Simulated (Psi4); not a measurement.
C$_{2}$F$_{2}$N (SMILES N#C[C](F)F), doublet (typed; the unrestricted solution is spin-contaminated), geometry from GFN2-xTB; CCSD/def2-SVP (Psi4).

Psi4 was given this input:
```
memory 2 GB

molecule {
0 2
C     0.00264829   -0.06828774   -0.33519194
C    -0.00792577    0.20437077    1.00315867
F     1.10369101   -0.18963354   -1.05085347
F    -1.08703009   -0.23997814   -1.05790539
N    -0.01689762    0.43571527    2.13871848
}

set {
  basis def2-svp
  reference uhf
  freeze_core true
}

energy('ccsd')
print_variables()
```

Problem. What does Psi4 print? Leave out banner, timings and long lists.

Solution. 
```
   => Loading Basis Set <=

    Name: DEF2-SVP
    Role: ORBITAL
    Keyword: BASIS

         ---------------------------------------------------------
                                   SCF
               by Justin Turney, Rob Parrish, Andy Simmonett
                          and Daniel G. A. Smith
                              UHF Reference
         ---------------------------------------------------------

  ==> Geometry <==

    Molecular point group: c1
    Full point group: C1

    Geometry (in Angstrom), charge = 0, multiplicity = 2:

       Center              X                  Y                   Z               Mass
    ------------   -----------------  -----------------  -----------------  -----------------
         C            0.313893924693    -0.002430680264    -0.000000001244    12.000000000000
         C           -1.051948293451     0.008145909214    -0.000000001244    12.000000000000
         F            1.039370430175    -1.103736786648    -0.000000001244    18.998403162730
         F            1.056338648638     1.087508367568    -0.000000000024    18.998403162730
         N           -2.210834103725     0.017119905307     0.000000003851    14.003074004430

  Running in c1 symmetry.

  Rotational constants: A =      0.36957  B =      0.13526  C =      0.09902 [cm^-1]
  Rotational constants: A =  11079.54987  B =   4054.92181  C =   2968.50193 [MHz]
  Nuclear repulsion =  148.347815906016393

  Charge       = 0
  Multiplicity = 2
  Electrons    = 37
  Nalpha       = 19
  Nbeta        = 18

  ==> Algorithm <==

  SCF Algorithm Type is PK.
  DIIS enabled.
  MOM disabled.
  Fractional occupation disabled.
  Guess Type is SAD.
  Energy threshold   = 1.00e-08
  Density threshold  = 1.00e-08
  Integral threshold = 1.00e-12

  ==> Primary Basis <==

  Basis Set: DEF2-SVP
    Blend: DEF2-SVP
    Number of shells: 30
    Number of basis functions: 70
    Number of Cartesian functions: 75
    Spherical Harmonics?: true
    Max angular momentum: 2

  ==> Integral Setup <==

  Using in-core PK algorithm.
   Calculation information:
      Number of atoms:                   5
      Number of AO shells:              30
      Number of primitives:             60
      Number of atomic orbitals:        75
      Number of basis functions:        70

      Integral cutoff                 1.00e-12
      Number of threads:                 1

  Performing in-core PK
  Using 6177710 doubles for integral storage.
  We computed 99108 shell quartets total.
  Whereas there are 108345 unique shell quartets.

  ==> DiskJK: Disk-Based J/K Matrices <==

    J tasked:                  Yes
    K tasked:                  Yes
    wK tasked:                  No
    Schwarz Cutoff:          1E-12

  Minimum eigenvalue in the overlap matrix is 9.4785081069E-04.
  Reciprocal condition number of the overlap matrix is 2.3123414154E-04.
    Using symmetric orthogonalization.

  ==> Pre-Iterations <==

  SCF Guess: Superposition of Atomic Densities via on-the-fly atomic UHF (no occupation information).

   -------------------------
    Irrep   Nso     Nmo
   -------------------------
     A         70      70
   -------------------------
    Total      70      70
   -------------------------

  ==> Iterations <==

                        Total Energy        Delta E     RMS |[F,P]|

   @UHF iter SAD:  -327.79753642028356   -3.27798e+02   0.00000e+00
   @UHF iter   1:  -328.55078510849472   -7.53249e-01   7.74102e-03 DIIS/ADIIS
   @UHF iter   2:  -328.61109581662538   -6.03107e-02   6.71826e-03 DIIS/ADIIS
   @UHF iter   3:  -328.70737684018695   -9.62810e-02   1.07064e-03 DIIS/ADIIS
   @UHF iter   4:  -328.71363301115872   -6.25617e-03   6.03895e-04 DIIS/ADIIS
   @UHF iter   5:  -328.71651061398177   -2.87760e-03   3.20600e-04 DIIS/ADIIS
   @UHF iter   6:  -328.71783737469298   -1.32676e-03   1.99951e-04 DIIS/ADIIS
   @UHF iter   7:  -328.71841169627317   -5.74322e-04   1.55717e-04 DIIS/ADIIS
   @UHF iter   8:  -328.71894734227857   -5.35646e-04   1.26072e-04 DIIS/ADIIS
   @UHF iter   9:  -328.71962379447086   -6.76452e-04   8.90442e-05 DIIS
   @UHF iter  10:  -328.72000386410923   -3.80070e-04   5.47653e-05 DIIS
   @UHF iter  11:  -328.72012837339338   -1.24509e-04   2.76472e-05 DIIS
   @UHF iter  12:  -328.72015378906400   -2.54157e-05   1.15680e-05 DIIS
   @UHF iter  13:  -328.72015671820998   -2.92915e-06   4.24957e-06 DIIS
   @UHF iter  14:  -328.72015697485409   -2.56644e-07   2.01543e-06 DIIS
   @UHF iter  15:  -328.72015700403375   -2.91797e-08   8.66644e-07 DIIS
   @UHF iter  16:  -328.72015700986577   -5.83202e-09   1.91724e-07 DIIS
   @UHF iter  17:  -328.72015701012674   -2.60968e-10   5.99109e-08 DIIS
   @UHF iter  18:  -328.72015701015061   -2.38742e-11   2.17969e-08 DIIS
   @UHF iter  19:  -328.72015701015323   -2.61480e-12   8.75881e-09 DIIS
  Energy and wave function converged.

  ==> Post-Iterations <==

   @Spin Contamination Metric:   2.113677401E-01
   @S^2 Expected:                7.500000000E-01
   @S^2 Observed:                9.613677401E-01
   @S   Expected:                5.000000000E-01
   @S   Observed:                5.000000000E-01

    Orbital Energies [Eh]
    ---------------------

    Alpha Occupied:

[...]
      19A     -0.422873

    Alpha Virtual:

[...]
    Beta Occupied:

[...]
    Beta Virtual:

[...]
      70A      4.314730

    Final Occupation by Irrep:
              A
    DOCC [    18 ]
    SOCC [     1 ]
    NA   [    19 ]
    NB   [    18 ]

  @UHF Final Energy:  -328.72015701015323

   => Energetics <=

    Nuclear Repulsion Energy =            148.3478159060163932
    One-Electron Energy =                -747.3214036518969579
    Two-Electron Energy =                 270.2534307357273065
    Total Energy =                       -328.7201570101532297

  UHF NO Occupations:
  HONO-2 :   17  A 1.9600241
  HONO-1 :   18  A 1.9389557
  HONO-0 :   19  A 1.0000000
  LUNO+0 :   20  A 0.0610443
  LUNO+1 :   21  A 0.0399759
  LUNO+2 :   22  A 0.0042336
[...]
    E_Convergence   =     1.0e-06
    Restart         =     Yes
    DIIS            =     Yes
    AO Basis        =     NONE
    ABCD            =     NEW
    Cache Level     =     2
    Cache Type      =     LRU
    Print Level     =     1
    Num. of threads =     1
    # Amps to Print =     10
    Print MP2 Amps? =     No
    Analyze T2 Amps =     No
    Print Pair Ener =     No
    Local CC        =     No
    SCS-MP2         =     False
    SCSN-MP2        =     False
    SCS-CCSD        =     False

MP2 correlation energy -0.7248960299878111
                Solving CC Amplitude Equations
                ------------------------------
  Iter             Energy              RMS        T1Diag      D1Diag    New D1Diag    D2Diag
  ----     ---------------------    ---------   ----------  ----------  ----------   --------
     0        -0.724896029987811    0.000e+00    0.000000    0.000000    0.000000    0.000000
     1        -0.723773930905818    1.273e-01    0.021284    0.000000    0.000000    0.000000
     2        -0.746733561227574    4.941e-02    0.025676    0.000000    0.000000    0.000000
     3        -0.756652050278429    3.605e-02    0.036478    0.000000    0.000000    0.000000
     4        -0.757612440442153    1.513e-02    0.041425    0.000000    0.000000    0.000000
     5        -0.757461334119217    6.688e-03    0.043724    0.000000    0.000000    0.000000
     6        -0.757564837682129    2.542e-03    0.044062    0.000000    0.000000    0.000000
     7        -0.757601948921567    1.239e-03    0.044224    0.000000    0.000000    0.000000
     8        -0.757603003303215    5.338e-04    0.044274    0.000000    0.000000    0.000000
     9        -0.757609919185781    2.478e-04    0.044287    0.000000    0.000000    0.000000
    10        -0.757606288763181    1.195e-04    0.044300    0.000000    0.000000    0.000000
    11        -0.757605697627471    5.950e-05    0.044299    0.000000    0.000000    0.000000
    12        -0.757605758982501    2.313e-05    0.044301    0.000000    0.000000    0.000000
    13        -0.757606636525177    9.546e-06    0.044301    0.000000    0.000000    0.000000
    14        -0.757607008077968    4.359e-06    0.044301    0.000000    0.000000    0.000000
    15        -0.757607128509918    1.541e-06    0.044302    0.000000    0.000000    0.000000
    16        -0.757607167632043    6.824e-07    0.044302    0.000000    0.000000    0.000000
    17        -0.757607187709827    3.386e-07    0.044302    0.000000    0.000000    0.000000
    18        -0.757607188834977    1.391e-07    0.044302    0.000000    0.000000    0.000000
    19        -0.757607192080745    5.989e-08    0.044302    0.000000    0.000000    0.000000

    Iterations converged.

    Largest TIA Amplitudes:
             12   0        -0.0998380219
             11   1        -0.0991032153
             12   8        -0.0258870709
             11  10        -0.0248258888
              9   0        -0.0223526713
              5   0         0.0183508482
              8   5        -0.0182549865
             12  11         0.0176294738
             12   4         0.0173990901
             11   7         0.0139491181

    Largest Tia Amplitudes:
             11   1        -0.0829703578
             12   4         0.0810130282
             12   0        -0.0665490211
              6   0         0.0576172783
              6   4         0.0368289476
             12  16         0.0300234338
             11   5         0.0299719702
             11  15         0.0256288984
             12   8         0.0146654280
             11   9         0.0131934744

    Largest TIJAB Amplitudes:
     13  12   1   0         0.0275549678
     12  11   1   0         0.0235559300
     12  10   9   0        -0.0150157376
     12  11   4   1         0.0144095518
     12  11  14   0         0.0118260144
     13   3   3   1         0.0116306022
     13  10   9   1         0.0111369246
     12  10  16   0         0.0110289460
     11  10  16   1         0.0109388679
     12  10  17   0         0.0107272932

    Largest Tijab Amplitudes:
     12  11   1   0         0.0376739456
     12  11   4   1         0.0239652637
     11  10  10   1         0.0147387205
     12  11   5   4         0.0130451130
     12  10  10   0         0.0119101609
      8   5   7   0        -0.0115861392
     12  11  16   1         0.0113073695
     12   3   3   0         0.0111612577
      6   4   7   0         0.0111516172
      9   8   6   0        -0.0109624924

    Largest TIjAb Amplitudes:
     12  11   0   1         0.1011799226
     13  12   1   0        -0.0755309416
     11  12   1   4        -0.0636805707
     12  12   0   0         0.0539401320
     11  12   1   0         0.0442769647
     11  11   1   1         0.0427202644
     12  12   0   4        -0.0419553802
     12  11   0   5        -0.0364362429
     12  11   4   1        -0.0357943125
     13  11   1   1        -0.0339983269

    SCF energy       (wfn)                    = -328.720157010153230
    Reference energy (file100)                = -328.720157010153457

    Opposite-spin MP2 correlation energy      =   -0.522940877323133
    Same-spin MP2 correlation energy          =   -0.201955152664678
    Singles MP2 correlation energy            =   -0.000000000000000
    MP2 correlation energy                    =   -0.724896029987811
      * MP2 total energy                      = -329.445053040141261

    Opposite-spin CCSD correlation energy     =   -0.579014807138111
    Same-spin CCSD correlation energy         =   -0.178592384942633
    Singles CCSD correlation energy           =   -0.000000000000000
    CCSD correlation energy                   =   -0.757607192080745
      * CCSD total energy                     = -329.477764202234198

  Variable Map:
  ----------------------------------------------------------------------------
[...]
  Array Variable Map:
  ----------------------------------------------------------------------------
[...]
[...]
```
